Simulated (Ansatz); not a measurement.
FGeH4Si, SMILES `F[SiH][GeH3]` radical, relaxed with UKS PBE-D4/def2-SVP in Ansatz from a rough embedded geometry. The force threshold is 0.03 eV/Å; the program also tests the step.

Total charge 0; spin multiplicity 2.

Start:

```xyz
7

F    -1.879    0.389   -1.561
Si   -0.213    0.651   -1.246
Ge    0.302   -0.055    0.885
H     0.565   -0.205   -2.197
H     1.822    0.092    1.148
H    -0.515    0.740    1.941
H    -0.082   -1.613    1.030
```

**Question.** How much energy does the relaxation release, and in how many steps? (Best estimate.)

**Answer.** The calculation gave: 13.81 kJ/mol, in 5 steps, 1 of them rejected.

**Question.** Which bonds change most? (Estimate.)

**Answer.** The calculation gave: Si2–Ge3 from 2.303 to 2.402 Å; F1–Si2 from 1.716 to 1.653 Å; Ge3–H7 from 1.611 to 1.555 Å; Si2–H4 from 1.497 to 1.517 Å.

**Question.** Give the relaxed structure. (An estimate is asked.)

**Answer.** Computed: 
```xyz
7

F    -1.832    0.396   -1.586
Si   -0.224    0.638   -1.293
Ge    0.283   -0.106    0.934
H     0.539   -0.151   -2.340
H     1.804    0.092    1.172
H    -0.501    0.737    1.971
H    -0.070   -1.606    1.143
```
